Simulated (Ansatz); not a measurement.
Isomers of CH$_{6}$OSSi$_{2}$, relaxed with PBE0-D4/def2-TZVP in Ansatz; electronic energies, one conformer each and not always the lowest. Functionals use def2-TZVPP; CBS adds triple-zeta CCSD(T) − MP2 to the MP2 limit of def2-TZVPP and def2-QZVPP.

Task: Order them by energy at frozen-core CCSD(T)/CBS, lowest first. (Best estimate.)
A. `O[SiH]1CS[SiH2]1`
B. `[SiH3]S[SiH]1CO1`
C. `[SiH3]OC1[SiH2]S1`
D. `O[SiH]1[SiH2]CS1`
E. `OC1([SiH3])[SiH2]S1`
F. `O=C([SiH3])S[SiH3]`
G. `SC1O[SiH2][SiH2]1`

Result: D (0.0 kJ/mol), A (9.7 kJ/mol), B (99.4 kJ/mol), C (155.2 kJ/mol), F (183.7 kJ/mol), G (196.8 kJ/mol), E (234.6 kJ/mol).

Task: How do B3LYP, B3LYP-D4, B2PLYP, PBE-D4 place them (kJ/mol, against `O[SiH]1[SiH2]CS1`)? (An estimate is asked.)

Result: Ansatz gave: 
```json
{"isomer": "`OC1([SiH3])[SiH2]S1`", "B3LYP": "228.7", "B3LYP-D4": "227.7", "B2PLYP": "231.0", "PBE-D4": "223.1"}
{"isomer": "`SC1O[SiH2][SiH2]1`", "B3LYP": "186.8", "B3LYP-D4": "186.8", "B2PLYP": "191.5", "PBE-D4": "189.3"}
{"isomer": "`[SiH3]OC1[SiH2]S1`", "B3LYP": "143.1", "B3LYP-D4": "145.8", "B2PLYP": "146.2", "PBE-D4": "156.6"}
{"isomer": "`[SiH3]S[SiH]1CO1`", "B3LYP": "88.9", "B3LYP-D4": "93.4", "B2PLYP": "91.3", "PBE-D4": "98.3"}
{"isomer": "`O[SiH]1CS[SiH2]1`", "B3LYP": "10.9", "B3LYP-D4": "10.1", "B2PLYP": "10.5", "PBE-D4": "10.9"}
{"isomer": "`O=C([SiH3])S[SiH3]`", "B3LYP": "154.3", "B3LYP-D4": "157.4", "B2PLYP": "162.7", "PBE-D4": "166.1"}
```

B3LYP here is the variant with VWN-RPA as its local correlation; programs differ in this.
